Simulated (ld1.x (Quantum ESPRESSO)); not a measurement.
Transferability test, TM potential for Br (Z = 35)

bromine (Br), norm-conserving Troullier–Martins (Kleinman–Bylander form), made with ld1.x (Quantum ESPRESSO) 7.5 (BLYP, scalar-relativistic). Core [Ne], reference 3s2 3p6 3d10 4s2 4p4.5 (charge +0.5). Waves: 3s (bound): rc 0.55 bohr; 3p (bound): rc 0.55 bohr; 3d (bound): rc 0.90 bohr. Local part: the d channel. Core correction: Bessel-smoothed model core, default radius (core density twice the valence density).

Occupied shells without a wave of their own: 4p, 4s. They enter only through the test configuration that unscreens the potential, and ld1.x also counts them in the model core charge.

Energies are relative to the spin-unpolarised reference configuration 3s2 3p6 3d10 4s2 4p4.5; without spin polarisation the order of configurations can differ from experiment. The frozen-core shift is the all-electron ΔE with the core orbitals held at their reference shape minus the fully relaxed ΔE.

ld1.x takes every shell without a wave as core, so the model core holds the 4p, 4s electrons as well and exchange and correlation see them twice. This cancels in the reference configuration, but the file is broken for other ones, and its errors say nothing about a proper core correction.

```tsv
valence configuration	charge	ΔE all-electron (eV)	error AE − PS (meV)	frozen-core shift (meV)
3s2 3p6 3d10 4s2 4p5	0	-4.998	-281	-0.5
3s2 3p6 3d10 4s2 4p4	+1	7.402	+308	+0.5
3s2 3p6 3d10 4s2 4p3	+2	30.019	+983	+2.2
3s2 3p5 3d10 4s2 4p5	+1	180.226	-600	+41
3s2 3p6 3d9 4s2 4p6	0	59.365	-1122	-16
3s1 3p6 3d10 4s2 4p5	+1	244.902	-629	+34
3s2 3p6 3d9 4s2 4p5	+1	73.328	-366	-15
```

A variational frozen-core shift is positive and of second order in the change. This column holds negative values, so the frozen-core run of ld1.x carries numerical noise or an error of first order here, and the column gives no more than the rough size of the effect.

The potential misses its own reference levels by up to 0.6 eV.
